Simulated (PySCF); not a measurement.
BeF, SMILES [Be][F], multiplicity 2. Geometry optimised at B3LYP-D3(BJ)/def2-TZVPD. The multiplicity is an assumed one; other spin states were not compared.

Calculation: B3LYP-D3(BJ)/def2-TZVPD in PySCF.

Harmonic wavenumbers (cm⁻¹): 1225. Rotational constants (GHz): 43.94 (linear); symmetry number 1.

Question: Work out the zero-point energy and the ideal-gas rigid-rotor harmonic-oscillator thermochemistry at 298.15 K and 1 atm.

Answer: ZPE = ½ Σ hcν = ½ × 1225 cm⁻¹ = 1.75 kcal/mol. H − E(el) = 3.83 kcal/mol. Entropy in cal/(mol K): translation 35.92, rotation 11.83, vibration 0.04, spin 1.38, total 49.17. G − E(el) = -10.82 kcal/mol. Cp = 7.14 cal/(mol K).
